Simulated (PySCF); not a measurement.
CH8FNSi2, SMILES C[Si@@](N)(F)[SiH3]. Atoms are numbered in the order given.

```xyz
13

C      1.5269    -0.9356     1.0334
Si     0.3743     0.1786     0.0711
N      0.1291     1.6335     0.9574
F      1.0949     0.4418    -1.3874
Si    -1.7288    -0.7410    -0.4058
H      2.4862    -0.4256     1.2256
H      1.7461    -1.8543     0.4673
H      1.0863    -1.2185     2.0021
H     -0.5610     2.3155     0.6579
H      0.9001     2.0861     1.4409
H     -2.6283     0.2992    -0.9928
H     -2.3654    -1.2547     0.8450
H     -1.6202    -1.8721    -1.3746
```

Geometry: B3LYP-D3(BJ)/def2-SVP. The structure was generated by enumeration; whether it is a known compound was not checked. One conformer was computed; it need not be the lowest.

All values below come from TDDFT-LC-ωPBE/def2-SVPD in PySCF 2.14.0.

Vertical excitations. The molecule is in vacuum.

```json
[
 {"state": "S1", "energy (eV)": "7.43", "λ (nm)": "167", "f": "0.059", "main pairs": "HOMO→LUMO+1 48 %, HOMO−1→LUMO 18 %, HOMO→LUMO 14 %"},
 {"state": "S2", "energy (eV)": "7.50", "λ (nm)": "165", "f": "0.035", "main pairs": "HOMO→LUMO+2 34 %, HOMO→LUMO+1 23 %, HOMO−1→LUMO+1 16 %, HOMO−1→LUMO 13 %"},
 {"state": "S3", "energy (eV)": "7.74", "λ (nm)": "160", "f": "0.057", "main pairs": "HOMO→LUMO+2 35 %, HOMO→LUMO+3 13 %, HOMO−1→LUMO+2 11 %, HOMO−1→LUMO+1 9 %"},
 {"state": "S4", "energy (eV)": "8.28", "λ (nm)": "150", "f": "0.048", "main pairs": "HOMO→LUMO 68 %, HOMO−1→LUMO 13 %"},
 {"state": "S5", "energy (eV)": "8.56", "λ (nm)": "145", "f": "0.035", "main pairs": "HOMO−1→LUMO+1 40 %, HOMO−1→LUMO+2 28 %"},
 {"state": "S6", "energy (eV)": "8.82", "λ (nm)": "141", "f": "0.055", "main pairs": "HOMO−1→LUMO+2 28 %, HOMO−1→LUMO+3 25 %, HOMO−1→LUMO 9 %, HOMO−1→LUMO+8 6 %"},
 {"state": "S7", "energy (eV)": "8.86", "λ (nm)": "140", "f": "0.436", "main pairs": "HOMO→LUMO+4 40 %, HOMO→LUMO+3 23 %"},
 {"state": "S8", "energy (eV)": "9.03", "λ (nm)": "137", "f": "0.117", "main pairs": "HOMO−1→LUMO+4 33 %, HOMO→LUMO+3 17 %, HOMO−1→LUMO+8 8 %, HOMO−1→LUMO+9 8 %"},
 {"state": "S9", "energy (eV)": "9.10", "λ (nm)": "136", "f": "0.000", "main pairs": "HOMO−3→LUMO+1 45 %, HOMO−2→LUMO+2 15 %"},
 {"state": "S10", "energy (eV)": "9.17", "λ (nm)": "135", "f": "0.007", "main pairs": "HOMO→LUMO+6 61 %"},
 {"state": "T1", "energy (eV)": "6.31", "λ (nm)": "196", "f": "0", "main pairs": "HOMO→LUMO+1 66 %"},
 {"state": "T2", "energy (eV)": "6.59", "λ (nm)": "188", "f": "0", "main pairs": "HOMO→LUMO+2 58 %, HOMO→LUMO+3 12 %"},
 {"state": "T3", "energy (eV)": "7.04", "λ (nm)": "176", "f": "0", "main pairs": "HOMO−1→LUMO 36 %, HOMO−1→LUMO+1 24 %, HOMO−1→LUMO+2 12 %, HOMO→LUMO 11 %"},
 {"state": "T4", "energy (eV)": "7.58", "λ (nm)": "164", "f": "0", "main pairs": "HOMO→LUMO+4 42 %, HOMO→LUMO+3 25 %"}
]
```
Triplets are in the Tamm–Dancoff approximation, which puts them higher than full response would, so one can lie above its singlet here.
